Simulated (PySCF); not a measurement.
## Continuum solvent and chemical shifts

Structure with atom numbers: `[BH2:1][NH:2][CH:3]1[CH2:4][CH2:5]1`; H(Xn) means a hydrogen on atom n. Ha(C4), Ha(C5) are cis to N2 on the ring; Hb(C4), Hb(C5) are trans to N2 on the ring.

GIAO PBE0/pcSseg-1 in PySCF on one PBE0-D3(BJ)/def2-SVP conformer, non-relativistic, equivalent nuclei averaged. Solvents enter as an IEF-PCM continuum (acetonitrile with ε = 35.7, water with ε = 78.4) around the gas-phase geometry. Shifts are referred to BF3·OEt2, TMS computed in the same medium.

Gas phase, δ in ppm: B1 36.4, C3 34.8, C4/C5 9.3, H(B1) 4.78, H(N2) 3.75, H(C3) 2.66, Hb(C4)/Hb(C5) 0.75, Ha(C4)/Ha(C5) 0.28. Dipole moment 2.11 D.

(1) How does each δ change in the continuum?

(2) Which of the listed nuclei move most (in ppm), and what does the model miss? (N and O are left out, as their reference compounds move with the solvent too.)

## Answers

(1) 
```
        atoms                               environment  Δδ, acetonitrile  Δδ, water
           B1                    boron bonded to N, 2 H              -1.1       -1.2
           C3                three-membered-ring carbon              +0.8       +0.8
        C4/C5                three-membered-ring carbon              +0.2       +0.2
        H(B1)           hydrogen on a boron bonded to N             -0.18      -0.19
        H(N2)     hydrogen on a nitrogen bonded to C, B             +0.83      +0.85
        H(C3)  hydrogen on a three-membered-ring carbon             +0.11      +0.11
Hb(C4)/Hb(C5)  hydrogen on a three-membered-ring carbon             +0.07      +0.07
Ha(C4)/Ha(C5)  hydrogen on a three-membered-ring carbon             +0.23      +0.23
```

Changes are relative to the gas phase. The dipole moment becomes 2.69 D in acetonitrile, 2.71 D in water.

(2) B1 (boron bonded to N, 2 H, -1.2 ppm) in water. A continuum only polarises the solute; specific hydrogen bonds, the anisotropy of aromatic solvents and changes of geometry or conformer are outside it.
